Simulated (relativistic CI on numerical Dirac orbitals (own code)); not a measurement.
Er2+: resonant inelastic scattering at the M4,5 edge

Computed with this model: Dirac-Coulomb-Breit CI, KLI orbitals optimised for each configuration, a model potential for QED, valence Slater integrals scaled by 0.7, Kramers-Heisenberg scattering through one core-hole configuration in a parametric crystal field; configurations [Xe] 4f12 → [Ar] 3d9 4s2 4p6 4d10 4f13 5s2 5p6; 300 K; core-hole width 0.36 eV; summed over polarisations. Incident energies are the highest absorption maxima for each field (at most a few, so the weaker spin-orbit partner edge can be absent), on the computed scale of the free ion. Intensities are in per cent of the strongest line above 0.02 eV; levels within 1 cm⁻¹ are merged; final levels count from the ground level, the first row holds all elastic scattering, lines under 0.4 are left out and each table stops after 24 rows. The scale of the Slater integrals is a model choice and moves the terms in proportion.

Field parameters in Wybourne normalisation; cubic f-shell fields have B⁴₄ = √(5/14) B⁴₀ and B⁶₄ = −√(7/2) B⁶₀. The field is a parameter set, without covalency.

S is read from ⟨S²⟩ = S(S + 1).

D3h, B20 = -190, B40 = -220, B60 = -190, B66 = 180 cm⁻¹:

```tsv
Final level (eV)	Degeneracy	S	1403.4 eV	1405 eV
0.000	1	0.99	565.8	5711.6
0.000	1	0.99	28.4	746.8
0.004	2	0.99	83.8	952.2
0.010	1	0.99	34.6	589.2
0.010	2	0.99	72.2	1146.4
0.012	2	0.99	54.3	1066.6
0.013	1	0.99	42.8	616.5
0.017	2	0.99	72.9	1103.6
0.020	1	0.99	42.9	562.4
0.529	2	0.74	1.5	100.0
0.531	2	0.74	1.2	81.8
0.532	1	0.74	0.6	43.7
0.534	2	0.74	1.5	99.2
0.535	1	0.74	0.7	44.2
0.542	1	0.75	0.8	51.7
0.851	2	1.00	6.0	2.9
0.857	2	1.00	4.9	1.9
0.861	1	1.00	2.0	1.1
0.862	1	1.00	2.1	1.0
0.862	2	1.00	4.0	2.6
0.864	2	1.00	3.7	3.3
0.865	1	1.00	1.9	1.9
1.275	1	0.90	0.3	20.6
1.276	2	0.90	0.7	50.9
```

C2v, B20 = 130, B22 = 50, B40 = 420, B42 = -330, B44 = 60, B60 = 210, B62 = -60, B64 = -270, B66 = 180 cm⁻¹:

```csv
Final level (eV),Degeneracy,S,1403.4 eV,1405 eV
0.000,1,0.99,83.0,806.1
0.002,2,0.99,12.5,227.2
0.006,1,0.99,8.1,128.5
0.009,1,0.99,8.0,123.3
0.013,1,0.99,7.4,111.1
0.013,1,0.99,7.5,111.6
0.017,1,0.99,6.9,100.8
0.021,1,0.99,7.4,100.0
0.022,1,0.99,5.1,81.3
0.023,1,0.99,5.9,84.9
0.027,1,0.99,4.4,69.8
0.027,1,0.99,4.3,68.6
0.525,1,0.74,0.1,7.3
0.527,1,0.74,0.1,7.8
0.532,1,0.74,0.1,8.4
0.536,1,0.74,0.1,5.5
0.537,1,0.74,0.1,8.9
0.538,1,0.74,0.2,10.5
0.544,1,0.74,0.1,6.6
0.547,1,0.75,0.1,6.4
0.549,1,0.75,0.1,6.7
0.853,1,1.00,0.5,0.2
0.856,1,1.00,0.5,0.2
0.856,1,1.00,0.5,0.2
```

Oh, B40 = -690, B60 = 310 cm⁻¹:

```tsv
Final level (eV)	Degeneracy	Irrep	S	1403.4 eV	1405 eV
0.000	1	A2	0.99	42.9	406.1
0.009	3	T2	0.99	4.8	149.8
0.017	2	E	0.99	5.6	108.5
0.034	3	T1	0.99	5.7	100.0
0.036	1	A1	0.99	2.8	34.0
0.040	3	T2	0.99	8.8	91.0
0.519	1	A1	0.73	0.0	3.1
0.541	3	T1	0.74	0.2	11.9
0.557	3	T2	0.75	0.2	6.1
0.558	2	E	0.75	0.2	9.2
0.864	3	T2	1.00	0.7	0.1
0.870	3	T1	1.00	0.6	0.6
1.280	2	E	0.90	0.1	3.6
1.290	3	T1	0.90	0.1	4.9
1.305	1	A1	0.90	0.0	1.5
1.307	3	T2	0.90	0.0	2.7
2.080	1	A1	0.63	0.0	1.0
2.106	3	T1	0.62	0.0	2.7
2.124	2	E	0.61	0.0	1.6
2.128	3	T2	0.62	0.0	1.4
3.385	3	T1	0.02	0.1	0.8
3.388	3	T2	0.02	0.1	0.8
3.414	2	E	0.02	0.1	0.8
3.415	3	T2	0.02	0.2	1.4
```

For the first field the strongest loss at the lowest incident energy is the level at 0.85 eV (S = 1.00, against 0.99 in the thermal ground state). Levels of other spin, the first over 8 % at 3.37 eV, appear because spin-orbit coupling of the core hole, and in heavier ions of the valence shell too, mixes spins.
